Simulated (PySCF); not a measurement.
Electronic structure of Zn²⁺ (zinc, charge +2) at the UHF level

Configuration: [Ar] 3d10, closed-shell 1S. Computed with PySCF 2.14 in aug-cc-pVDZ-PP with ECP10MDF (5s5p4d2f, 54 functions), with a scalar-relativistic core potential.

- Total energy: -225.045793 hartree
- One-electron energy: -393.4392 hartree
- Hartree (Coulomb) energy: 187.9476 hartree
- Exchange energy: -19.5542 hartree
- ⟨S²⟩: 0.0000
- ⟨L²⟩: 0.000
- Sum of ⟨r⟩: 14.34 bohr
- Sum of ⟨r²⟩: 14.32 bohr²
- Time after the integrals: 0.19 s of wall time on 1 thread of AMD EPYC 7B13 (shared host)

```json
{"shell": "3s", "electrons": "2", "mean orbital energy (eV)": "-180.12", "rms radius, mean of both spins (bohr)": "0.734"}
{"shell": "3p", "electrons": "6", "mean orbital energy (eV)": "-127.82", "rms radius, mean of both spins (bohr)": "0.776"}
{"shell": "3d", "electrons": "10", "mean orbital energy (eV)": "-41.440", "rms radius, mean of both spins (bohr)": "0.981"}
```

Energies and moments cover only the electrons outside the core potential.
